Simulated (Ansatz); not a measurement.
Ansatz results at the PBE0-D4/def2-TZVP geometry: HOMO–LUMO gap (B3LYP/def2-TZVPP) 8.16 eV; ideal-gas entropy at 298 K and 1 bar (rigid rotor, harmonic PBE0-D4/def2-TZVP) 302 J/(mol·K); HOMO energy (B3LYP/def2-TZVPP) -8.40 eV.

Task: Which molecule gave them?
A. `CCSC=O`
B. `OB1CC1Cl`
C. `ClB1CCO1`
D. `N=CCO`

Result: C. The others give `CCSC=O`: 6.27, 329, -7.30; `OB1CC1Cl`: 5.94, 315, -6.89; `N=CCO`: 6.87, 281, -7.57.

B3LYP here is the variant with VWN-RPA as its local correlation; programs differ in this.
